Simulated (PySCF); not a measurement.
The dipole of `c1(pccs1)CC` from its density and from atomic charges.

Coordinates (GFN2-xTB, Å) and charges (e) from the PBE0/pcSseg-1 density (PySCF):

| atom | x | y | z | Mulliken | IAO | Hirshfeld | ESP-fitted |
| --- | --- | --- | --- | --- | --- | --- | --- |
| C1 | -2.230 | 0.114 | 0.245 | -0.2664 | -0.4132 | -0.1196 | -0.0505 |
| C2 | -1.189 | -0.568 | -0.644 | -0.1422 | -0.2522 | -0.0756 | +0.0793 |
| C3 | 0.199 | -0.297 | -0.160 | -0.6661 | -0.3743 | -0.0696 | -0.0928 |
| P4 | 1.172 | -1.421 | 0.692 | +0.4668 | +0.3059 | +0.0483 | -0.1289 |
| C5 | 2.503 | -0.274 | 0.889 | -0.3624 | -0.3895 | -0.1302 | -0.0078 |
| C6 | 2.343 | 0.963 | 0.370 | -0.2114 | -0.3031 | -0.0802 | -0.4010 |
| S7 | 0.856 | 1.283 | -0.421 | +0.2939 | +0.3551 | +0.1228 | +0.1002 |
| H8 | -2.080 | 1.192 | 0.245 | +0.1176 | +0.1402 | +0.0325 | +0.0152 |
| H9 | -3.233 | -0.097 | -0.119 | +0.1189 | +0.1426 | +0.0436 | +0.0128 |
| H10 | -2.144 | -0.248 | 1.267 | +0.1203 | +0.1466 | +0.0382 | +0.0351 |
| H11 | -1.358 | -1.647 | -0.639 | +0.1330 | +0.1514 | +0.0452 | +0.0384 |
| H12 | -1.302 | -0.208 | -1.671 | +0.1362 | +0.1464 | +0.0403 | +0.0215 |
| H13 | 3.407 | -0.558 | 1.405 | +0.1254 | +0.1701 | +0.0491 | +0.1317 |
| H14 | 3.058 | 1.764 | 0.407 | +0.1365 | +0.1741 | +0.0551 | +0.2468 |

**Question.** Compute μ = Σ q r for each scheme (1 e·Å = 4.803 D) and compare with the dipole of the full density.

**Answer.** The full density gives (-0.24, 1.04, -0.29) D, 1.10 D in size; dipole vectors point from the negative to the positive end.

| scheme | μx | μy | μz | size (D) | share of the full size (%) | angle to the full dipole (°) |
| --- | --- | --- | --- | --- | --- | --- |
| Mulliken | -1.79 | -0.58 | 0.09 | 1.88 | 171 | 95 |
| IAO | -1.09 | 0.44 | -0.50 | 1.28 | 115 | 52 |
| Hirshfeld | -0.37 | 0.53 | -0.42 | 0.77 | 69 | 27 |
| ESP-fitted | -0.24 | 0.99 | -0.31 | 1.07 | 97 | 1 |

**Question.** Which set comes closest?

**Answer.** Length of the difference vector: ESP-fitted 0.05 D, Hirshfeld 0.54 D, IAO 1.05 D, Mulliken 2.27 D. Closest: ESP-fitted. 

**Question.** What is left for the Hirshfeld atoms' own dipoles?

**Answer.** The Hirshfeld atoms' densities add up to the full density, so μ = Σ q r + Σ (atomic dipoles). The atomic dipoles sum to (-0.24, 1.04, -0.29) − (-0.37, 0.53, -0.42) = (0.13, 0.51, 0.13) D, 0.54 D in size.

**Question.** With the origin at the mean of the coordinates, (0.000, 0.000, 0.133) Å, which are the largest single terms, by size, of the Hirshfeld dipole along the direction of the full one?

**Answer.** S7 +0.69, C5 +0.63, P4 -0.40, H13 -0.38, C1 -0.33 D; all 14 atoms together +0.69 D. The single terms depend on the origin, their sum doesn't.

**Question.** Give the size of the full dipole in other units.

**Answer.** 1.10 D = 0.434 au = 0.230 e·Å = 3.68 × 10⁻³⁰ C·m.

Isolated species at its GFN2-xTB geometry (one conformer only).

Shape of the structure used: `[CH3:1][CH2:2][c:3]1[p:4][cH:5][cH:6][s:7]1`: C1–C2–C3–P4 104°.
